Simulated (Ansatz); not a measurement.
Geometry optimisation of the cluster Sn2O.

```yaml
crystal:
  periodic: [false, false, false]
  atoms:
    - {symbol: Sn, position_ang: [-0.940010, 0.254610, 1.105520]}
    - {symbol: Sn, position_ang: [1.264790, -0.716540, -0.254350]}
    - {symbol: O, position_ang: [-0.324790, 0.461930, -0.851170]}
basis:
  gaussian: {orbitals: def2-TZVP}
hamiltonian: {xc: pbe, dispersion: d4}
scf: {lower_state_search: "off"}
output: {orbitals: {seedname: orbitals}}
relax: {f_tol: 0.02, max_steps: 100}
```

```sh
$ ansatz run in.yaml --threads 2 --pin off --events-out ev --progress --plain --max-ram 4352MiB
```

Output, abridged:

```
Functional definition: PBE
mean field -13709.67663304 eV, -503.8213235117 hartree, gradient 3.3e-6 eV, S^2 0.000000; 0 other end points of the search recorded, 0 dependent functions left out
relax step   1: F+E_penalty+E_count = -13709.78320204 eV  Δ(F+E_penalty+E_count) = +0.000e0 eV  max|allowed force component| = 6.325e-1 eV/Å  Δτ_max = 0.0000 Å  (21 SCF iters, accepted)
mean field -13709.58858444 eV, -503.8180877851 hartree, gradient 2.9e-6 eV, S^2 0.000000; 0 other end points of the search recorded, 0 dependent functions left out
relax step   2: F+E_penalty+E_count = -13709.69473273 eV  Δ(F+E_penalty+E_count) = +8.847e-2 eV  max|allowed force component| = 9.817e-1 eV/Å  Δτ_max = 0.1701 Å  (27 SCF iters, rejected (line search))
mean field -13709.72396850 eV, -503.8230630578 hartree, gradient 2.2e-6 eV, S^2 0.000000; 0 other end points of the search recorded, 0 dependent functions left out
relax step   3: F+E_penalty+E_count = -13709.83035515 eV  Δ(F+E_penalty+E_count) = -4.715e-2 eV  max|allowed force component| = 1.366e-1 eV/Å  Δτ_max = 0.0570 Å  (21 SCF iters, accepted)
mean field -13709.72492796 eV, -503.8230983172 hartree, gradient 1.6e-6 eV, S^2 0.000000; 0 other end points of the search recorded, 0 dependent functions left out
relax step   4: F+E_penalty+E_count = -13709.83134759 eV  Δ(F+E_penalty+E_count) = -9.924e-4 eV  max|allowed force component| = 7.274e-3 eV/Å  Δτ_max = 0.0065 Å  (24 SCF iters, accepted)
Total energy: -13709.83138540 eV, -503.8270105558 hartree
Atom 0 at    -0.989266     0.282866     1.114269 Å, force     0.000006     0.000835    -0.002766 eV/Å
Atom 1 at     1.298867    -0.724435    -0.298831 Å, force    -0.007274     0.005625    -0.003498 eV/Å
Atom 2 at    -0.309611     0.441569    -0.815439 Å, force     0.007268    -0.006460     0.006264 eV/Å
Dipole moment:     0.123158    -0.175604     0.324217 e Å
Checks for a lower state left out: stability, starts, cluster_reference, orbital_swaps, neighbouring_geometries, increment
```

It took 4.1 s on 2 threads of Arm Neoverse V2 on a shared host.

In the def2 sets Sn takes a core potential; there is no spin–orbit coupling. The structure comes from a short search, and lower isomers may exist.
